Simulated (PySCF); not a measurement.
Si(GeH3)2(Me)(NMe2), C₃H₁₅Ge₂NSi, SMILES CN(C)[Si](C)([GeH3])[GeH3], GFN2-xTB optimised geometry. Atoms within 1.6 Å of the plane z = 0.0 Å (x, y, z in Å): Ge6 (-2.22, -1.18, 1.06), Ge7 (0.87, 0.99, 0.00), H15 (1.11, -2.45, 0.92), H17 (-3.41, -0.32, 1.36), H19 (-2.37, -1.48, -0.40), H20 (0.54, 0.57, -1.40), H21 (2.37, 0.99, 0.00), H22 (0.54, 2.45, 0.00).

Method: PBE0/def2-SVP (PySCF). Cells within 0.4 Å of a nucleus heavier than hydrogen are left out (blank, or x).

Map of the deformation density (molecule minus spherical neutral atoms) (e/bohr³) on the plane z = 0.0 Å:

```
|11111111111111111111111111111|
|11111111111111111111111111111|
|11111111111111111111111111111|
|11111111111111111111111111111|
|11111111111111111111111111111|
|11111111111111111111111111111|
|11111111111111135311111111111|
|11111111111111379521111111111|
|11111111111111367521111111111|
|11111111111111232112321111111|
|1111111111111011xx03662111111|
|1111111111111011xx03893111111|
|11111111111111110x03652111111|
|11111111111111221112221111111|
|11111111111111121101111111111|
|11111111111111111101111111111|
|11111122111111111111111111111|
|11111244321111111111111111111|
|11111368521111111111111111111|
|11111367521111111111111111111|
|11111234211111111111111111111|
|11111111111111111111111111111|
|11111111111111111111111111111|
|11111111111111111111111111111|
|11111111111111111111111111111|
|11111111111111111111111111111|
|11111111111111111111111111111|
|11111111111111111111111111111|
|11111111111111111111111111111|
```
Scale: ten equal steps from -0.013 (start of '0') to 0.068 (end of '9'), in the order '0123456789'; x runs from -4.50 to 4.50, y from -4.50 (bottom) to 4.50 (top).
